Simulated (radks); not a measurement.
Species: neutral boron. Configuration: [He] 2s2 2p1 (the NIST ground configuration). Calculated with a radial shooting solver on a logarithmic mesh with Libxc functionals: Dirac Kohn-Sham, PBE, spin-unpolarised, spherical densities, finite nucleus; open shells fill j = l - 1/2 first; Fermi nuclear charge, rms radius 2.406 fm.

Normalised radial functions P(r) = r R(r) (large component), r in bohr:

```
   r/bohr * 2p1/2 (the largest magnitude, 0.627, reaches the edge; | marks zero)
  0.01709 *
  0.02122 *
  0.02633 *
  0.03268 *
  0.04056 *
  0.05034 |*
  0.06248 |*
  0.07692 |*
  0.09547 | *
   0.1185 |  *
   0.1471 |    *
   0.1825 |      *
   0.2265 |        *
   0.2811 |            *
   0.3489 |                *
    0.433 |                      *
   0.5331 |                           *
   0.6617 |                                  *
   0.8212 |                                         *
    1.019 |                                               *
    1.265 |                                                    *
     1.57 |                                                      *
    1.948 |                                                    *
    2.418 |                                               *
    3.001 |                                      *
    3.695 |                             *
    4.586 |                   *
    5.692 |           *
    7.064 |     *
    8.767 |  *
```

2p1/2: eigenvalue -3.608 eV, 0 radial nodes, <r> = 2.30 bohr, 90 % of the charge inside 3.97 bohr.
